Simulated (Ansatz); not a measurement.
**Energy profile**

The step: CH₅ClGe ([CH3][GeH2][Cl]) → CH₄Ge ([CH2][GeH2]) + HCl; bonds formed: Cl2–H4; bonds broken: Ge1–Cl2, C3–H4 (atoms numbered as in the saddle structure below).

```
8
angstrom
Ge -0.8486 0.3383 0.5115
Cl 1.4837 -1.4967 1.0673
C 0.1714 0.3342 -0.9758
H 1.0138 -0.6609 -0.0549
H -0.5749 1.2699 1.6892
H -1.9198 -0.7171 0.7723
H 0.8199 1.1793 -1.1758
H -0.1455 -0.2470 -1.8340
```

Electronic energies by CCSD(T) at an estimated basis limit (MP2 extrapolated from triple and quadruple zeta, plus CCSD(T) − MP2 in triple zeta), on PBE0-D4/def2-TZVP structures; CH5ClGe, closed shell; no counterpoise correction. Computed with Ansatz 0.2.0 (basis: def2-TZVPP and def2-QZVPP); correlated methods freeze the cores. Filled d shells of the heavier atoms are correlated. The def2 sets are not built for correlating such inner shells, so the correlated values are less sure here. Extrapolation: Hartree–Fock as exp(−7.88 √X), correlation as X^−2.97.

(1) Give the profile in eV, counted from the start structure. (To be estimated.)

No T1 diagnostic of these runs exceeds 0.015. The restricted Hartree–Fock reference is unstable towards an unrestricted one at one or more of these structures.

Results:

(1) The calculation gives:
```json
{"point": "start structure", "eV": "0.000"}
{"point": "saddle", "eV": "3.288"}
{"point": "end structure", "eV": "2.834"}
{"point": "separated: CH4Ge (linked as [CH2][GeH2]; Ge1, C3, H5, H6, H7, H8; singlet) + HCl (Cl2, H4; singlet)", "eV": "2.991"}
```

For scale, one of the runs: CCSD(T)/def2-TZVPP, 191 basis functions (an equivalent command: `ansatz run in.yaml --threads 4`). Time: 46 s of wall clock on 4 CPU threads; the host was shared. Peak host memory: 2 GiB.
